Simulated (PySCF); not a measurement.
System: difluorogermane, sum formula GeH₂F₂ (charge 0, singlet). 
Coordinates optimised at B3LYP-D3(BJ)/def2-TZVP (Ansatz):
```xyz
5

F     -0.7714    -1.3490    -0.0057
Ge     0.3335    -0.0114     0.0403
F     -0.6580     1.3979    -0.1669
H      1.2511    -0.1207    -1.1768
H      0.9408     0.0457     1.4414
```

Dispersion corrections to the total energy (kcal/mol) from the dftd3 and dftd4 libraries through PySCF: D3(BJ) without and D4 with the three-body term, each with the damping fitted for the functional named.

```
functional  D3(BJ)     D4
----------  ------  -----
PBE              ?  -1.35
B3LYP        -2.27  -2.21
revPBE       -3.14      ?
B2GP-PLYP    -0.99  -0.55
B2PLYP       -1.08  -0.93
HF          -12.20      ?
BLYP         -2.76  -3.07
```

Q: Complete the blanks.

A: 
- PBE, D3(BJ): -1.24
- revPBE, D4: -4.30
- HF, D4: -5.14
